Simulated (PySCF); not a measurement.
Working with the constants of CaC⁻

UHF-CCSD(T) constants of CaC⁻, ⁴Σ⁻ (quartet), unpaired electrons σ ↑, π ↑↑ (PySCF, no relativity, basis sets Ca def2-SVPD, C def2-SVPD; masses 39.9626 and 12.0000 u):

- ωe: 396.4 cm⁻¹
- ωexe: 2.66 cm⁻¹
- Be: 0.30792 cm⁻¹
- αe: 0.00290 cm⁻¹

**Question.** What force constant and bond length do these constants imply?

**Answer.** Reduced mass μred = 9.2288 u; k = 5.8918×10⁻⁷·μred·ωe² (u, cm⁻¹, mdyn/Å) = 0.854 mdyn/Å; Re = √(16.8576/(μred·Be)) (u, cm⁻¹, Å) = 2.436 Å.

**Question.** Estimate the centrifugal constant D from the Kratzer relation and find the Dunham coefficient a1.

**Answer.** D = 4Be³/ωe² = 7.43e-07 cm⁻¹; a1 = −1 − αeωe/(6Be²) = -3.02.

Correlated steps freeze 6 core orbitals. The state is the lowest determinant that a PBE0 search found; another state may lie lower at other levels.
